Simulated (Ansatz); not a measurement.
Stretching the Sb1–Br4 bond in BrH2Sb (SMILES [Br][SbH2]) (multiplicity 1 held, fragments rigid). Energies count from the point at 2.546 Å.
Geometry at that point (charge 0, multiplicity 1):
```xyz
4

Sb    -0.59846    -0.60746     0.54115
H     -0.27152    -1.97207    -0.44923
H     -1.98548    -0.24329    -0.40408
Br     0.93653     0.94846    -0.76415
```

R- and RO- levels are restricted; in cc, def2 and unpolarised 6-31G sets they are followed outwards from rest. U- levels take the lowest unrestricted solution at each point, which mixes spins at long bonds. Active spaces are followed from a long bond inwards. Curves can end on different states.

Correlated levels freeze the cores. Filled d and f shells under p-block atoms count as core.

The values were computed with Ansatz (Gaussian basis) for Hartree–Fock, density functionals and correlated methods. Each number belongs to the level named beside it. In def2 rows elements past Kr take small-core potentials, without spin–orbit coupling.

Energies in kcal/mol.

| R (Å) | R-SCS-MP2/def2-SVP | R-CCSD(T)/def2-SVP | U-CCSD(T)/def2-SVP | CASSCF(6,4)/def2-SVP | FIC-MRCISD+Q on CASSCF(6,4)/def2-SVP |
|---|---|---|---|---|---|
| 2.037 | 74.4 | 75.3 | 75.3 | 70.6 | 75.5 |
| 2.291 | 13.1 | 13.6 | 13.6 | 14.2 | 13.8 |
| 2.546 | 0.0 | 0.0 | 0.0 | 0.0 | 0.0 |
| 2.800 | 5.9 | 5.2 | 5.2 | 4.2 | 5.0 |
| 3.055 | 18.2 | 16.5 | 16.7 | 14.5 | 16.1 |
| 3.437 | 38.0 | 33.8 | 36.1 | 30.5 | 33.1 |
| 3.819 | 54.8 | 45.8 | 49.4 | 41.8 | 45.4 |
| 4.455 | 73.2 | 47.6 | 55.8 | 49.3 | 54.3 |
| 5.092 | 80.2 | 32.4 | 56.9 | 50.9 | 56.4 |
| 5.855 | 78.2 | 16.6 | 57.1 | 51.2 | 56.8 |
| 6.874 | 67.0 | 11.1 | 57.2 | 51.3 | 56.9 |
| 8.146 | 48.4 | 12.8 | 57.2 | 51.3 | 56.9 |

Doubts at one or more of the structures used: a restricted determinant that unrestricted orbitals would lower (R-SCS-MP2/def2-SVP, R-CCSD(T)/def2-SVP); T1 above 0.05 (R-CCSD(T)/def2-SVP, U-CCSD(T)/def2-SVP); other coupled-cluster roots lie near (R-CCSD(T)/def2-SVP); a spin-contaminated determinant (U-CCSD(T)/def2-SVP); the program's own flag: other amplitudes (U-CCSD(T)/def2-SVP); active orbitals that take no part (CASSCF(6,4)/def2-SVP, FIC-MRCISD+Q on CASSCF(6,4)/def2-SVP).

Ansatz is a program for electronic structure.
